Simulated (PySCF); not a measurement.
## Cu (copper, neutral): UHF calculation

Configuration: [Ar] 3d10 4s1, 2S determinant. Calculation: PySCF 2.14, in pcseg-2; no relativity, point nucleus.

```json
{"Total energy": "-1638.930755 hartree", "One-electron energy": "-2290.7752 hartree", "Hartree (Coulomb) energy": "717.6273 hartree", "Exchange energy": "-65.7828 hartree", "Kinetic energy": "1641.13133 hartree", "⟨S²⟩": "0.7518", "⟨L²⟩": "0.000", "Sum of ⟨r⟩": "20.97 bohr", "Sum of ⟨r²⟩": "31.20 bohr²", "Density at the nucleus (Gaussians lack the cusp)": "16400 bohr⁻³", "Spin density at the nucleus": "3.38 bohr⁻³", "Langevin diamagnetic susceptibility": "-24.7 ×10⁻⁶ cm³/mol", "Time after the integrals": "0.21 s of wall time on 1 thread of Neoverse-V2 (shared host)"}
```

| shell | electrons | mean orbital energy (hartree) | rms radius, mean of both spins (bohr) |
| --- | --- | --- | --- |
| 1s α | 1 | -328.68802 | 0.0613 |
| 1s β | 1 | -328.68629 | 0.0613 |
| 2s β | 1 | -40.74298 | 0.258 |
| 2s α | 1 | -40.74201 | 0.258 |
| 2p β | 3 | -35.54449 | 0.230 |
| 2p α | 3 | -35.54159 | 0.230 |
| 3s α | 1 | -5.00071 | 0.778 |
| 3s β | 1 | -4.99976 | 0.778 |
| 3p β | 3 | -3.31735 | 0.825 |
| 3p α | 3 | -3.31216 | 0.825 |
| 3d β | 5 | -0.48610 | 1.15 |
| 3d α | 5 | -0.48206 | 1.15 |
| 4s α | 1 | -0.23893 | 3.48 |
